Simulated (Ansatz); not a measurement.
ZrSe2⁺. Total charge 1; quartet. Geometry PBE0-D4/def2-TZVP; atoms count from 1.

```
atom    x (Å)    y (Å)    z (Å)
 Zr1   0.5248  -1.4686  -0.0992
 Se2  -0.4972   0.5766   1.1423
 Se3  -0.0276   0.8920  -1.0431
```

In the def2 sets Zr takes a core potential; there is no spin–orbit coupling. At PBE0-D4/def2-TZVP a doublet of charge 1 lies 1.00 eV below the quartet, each at its own geometry. The structure comes from a short search, and lower isomers may exist.

**Question.** Estimate the Mulliken populations from the PBE0/def2-TZVP orbitals of Ansatz.

**Answer.** 
| atom | charge (e) | spin (α − β) | d electrons |
| --- | --- | --- | --- |
| Zr1 | 0.93 | 2.08 | 2.44 |
| Se2 | 0.03 | 0.46 | – |
| Se3 | 0.03 | 0.46 | – |
Mulliken values depend strongly on the basis.

**Question.** Where does the spin sit?

**Answer.** Summed by element: Zr 2.08, Se 0.92, of 3 unpaired in all. Largest on single atoms: Zr1 2.08, Se2 0.46, Se3 0.46.

**Question.** And the Mayer bond orders between heavy atoms (over 0.3)?

**Answer.** Zr1–Se2 0.92 (2.60 Å); Zr1–Se3 0.92 (2.60 Å); Se2–Se3 1.49 (2.26 Å).
